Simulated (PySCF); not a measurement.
C₆H₈S (charge +1 and doublet state).
Cartesian coordinates in Å at the GFN2-xTB level; atoms count from 1:
```xyz
15
C6H8S angstrom
C     -2.0418   -0.7822    2.3094
C     -1.3700   -0.2100    1.3047
S     -1.8614    1.3169    0.6511
C     -0.6312    1.6594   -0.6611
C      0.4368    0.7318   -0.8293
C      1.3560   -0.0392   -0.9879
C      2.4561   -0.9227   -1.2003
H     -2.9064   -0.3214    2.7595
H     -1.7354   -1.7347    2.7091
H     -0.4966   -0.6523    0.8460
H     -0.2416    2.6587   -0.4322
H     -1.2155    1.7489   -1.5850
H      2.4329   -1.7488   -0.4906
H      3.3940   -0.3769   -1.0839
H      2.4197   -1.3196   -2.2162
```

The hyperfine couplings belong to this conformer and change with its torsions.

As a line formula: `C=C[S+]CC#CC` [radical] (charge +1).

Method: UKS B3LYP, pcH-1 on C H S, non-relativistic, mean-field spin-orbit, GIAO in PySCF. Geometry: GFN2-xTB, one conformer, isolated ion. The geometry wasn't refined by DFT: couplings that depend on bond lengths, twists or pyramidal angles can differ widely from those at the functional's own minimum, by a factor of two or more for some ions and for spin on atoms past the first row. Stability of the SCF solution: not tested.

The Mulliken spin populations are largest on S3 (+0.56), C1 (+0.45) and C2 (-0.07). The positive populations add up to 1.14 and the negative ones to -0.14, together 2S = 1.

Question: McConnell's relation a(H) = Q·ρ ties the coupling of a proton on a planar π carbon to the spin population of that carbon. What Q do the computed values give?

Answer: 
| H | C | ρ(C) | a(H) (G) | a/ρ (G) |
| --- | --- | --- | --- | --- |
| H8 | C1 | +0.446 | -9.99 | -22.4 |
| H9 | C1 | +0.446 | -10.63 | -23.8 |

These protons share one ρ (within 0.01), so their mean ratio, Q = -23.1 G, is no test of linearity. In McConnell's picture π spin on carbon polarises the C–H bond and leaves opposite spin at the proton, which makes Q negative, as found here.

Couplings in gauss use g_iso = 2.0125.

The run took 1.9 min wall (grids of density and orbitals included) on Arm Neoverse N1, one thread (shared host), and the process peaked at 0.97 GiB of memory.
